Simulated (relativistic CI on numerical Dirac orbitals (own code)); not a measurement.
Pb⁷⁵⁺: computed level list

Calculated at this level of theory: Dirac-Coulomb-Breit CI, orbitals from a KLI potential per configuration, a model potential for QED, unscaled Slater integrals (own radial code, finite nucleus).

Configuration list (outside the closed core 1s2): 2s2.2p3, 2s.2p4, 2p5, 2s2.2p2.3s, 2p4.3s, 2p4.3p, 2s2.2p2.3p, 2p4.3d, 2s2.2p2.3d, 2s.2p3.3s, 2s.2p3.3p, 2s.2p3.3d, 2s2.2p2.4s, 2s2.2p2.4p, 2s2.2p2.4d, 2s2.2p2.4f. Levels of other configurations are missing.

The lowest level is 2s2.2p3 2P°_3/2, with 49 % of that term; Hund's rules for 2s2.2p3 give 4S° with J = 3/2, of which the calculation keeps J, while another term leads.

```
No.  Configuration  Term    J   E (Ry)    %  Next component (%)  Landé g  Lifetime (s)
  1        2s2.2p3   2P°  3/2    0.000   49              27 2D°    1.299              
  2        2s2.2p3   4S°  3/2  165.725   55              44 2D°    1.426      9.68e-12
  3        2s2.2p3   2D°  5/2  167.417  100                        1.152      5.55e-11
  4        2s2.2p3   2P°  1/2  172.069  100                        0.603      1.78e-11
  5         2s.2p4    4P  5/2  195.947   69               31 2D    1.428      1.20e-13
  6         2s.2p4    2S  1/2  205.064   65               24 4P    1.966      3.39e-14
  7         2s.2p4    2P  3/2  205.163   53               34 2D    1.160      1.80e-14
  8        2s2.2p3   2P°  3/2  338.273   50              28 2D°    1.280      2.87e-12
  9         2s.2p4    4P  3/2  364.120   86               10 2D    1.581      3.67e-14
 10         2s.2p4    2D  5/2  367.313   69               31 4P    1.273      3.69e-14
 11         2s.2p4    2P  1/2  373.188   65               35 4P    1.327      1.49e-14
 12         2s.2p4    2D  3/2  373.672   56               43 2P    0.991      1.51e-14
 13            2p5   2P°  3/2  407.082   99                        1.289      1.23e-14
 14         2s.2p4    4P  1/2  540.602   41               34 2S    1.885      1.76e-14
 15            2p5   2P°  1/2  575.418  100                        0.603      9.10e-15
 16     2s2.2p2.3s    4P  1/2  794.287   45               32 2S    1.982      2.55e-15
 17     2s2.2p2.3p   2P°  1/2  803.445   47              38 4D°    0.640      1.83e-13
 18     2s2.2p2.3p   2P°  3/2  853.566   36              19 4D°    1.316      1.37e-13
 19     2s2.2p2.3d    2D  3/2  860.957   43               32 4F    0.779      2.49e-15
 20     2s2.2p2.3d    2D  5/2  874.100   37               18 4D    1.183      4.41e-16
 21     2s2.2p2.3s    4P  3/2  961.556   88               10 2P    1.644      4.07e-15
 22     2s2.2p2.3s    2P  1/2  962.433   67               33 4P    1.285      1.85e-15
 23     2s2.2p2.3s    2D  5/2  963.003   65               34 4P    1.293      3.62e-15
 24     2s2.2p2.3s    2D  3/2  963.611   64               35 2P    0.938      1.96e-15
 25     2s2.2p2.3p   4P°  1/2  970.573   49              28 4D°    1.724      2.87e-13
 26     2s2.2p2.3p   4D°  3/2  971.025   55              23 2D°    1.115      2.46e-13
 27     2s2.2p2.3p   2F°  5/2  971.973   50              30 2D°    1.029      1.92e-13
 28     2s2.2p2.3p   2P°  3/2  975.868   43              26 2D°    1.291      1.19e-13
 29      2s.2p3.3s   4P°  5/2  988.321   49              25 6S°    1.572      5.05e-15
 30      2s.2p3.3s   2P°  3/2  990.876   35              24 4S°    1.405      2.16e-15
```

Energies count from the lowest computed level; ° marks odd parity; lifetimes are radiative, by E1, M1, E2, M2 decay to levels of this space only.

The mean weight of the leading LS term, summed over parents, in these 30 levels is 61 %, and that of the leading jj configuration (from the same eigenvectors) 100 %, so jj coupling describes them better and the LS labels are nominal.

At this charge energies of transitions that change n are usually good to better than 1 %, and those within a shell (Δn = 0) to a few per cent.

LS names give the leading component of a level, which can be under half, so a name can repeat, a term be missing and a line seem to break the LS rules.
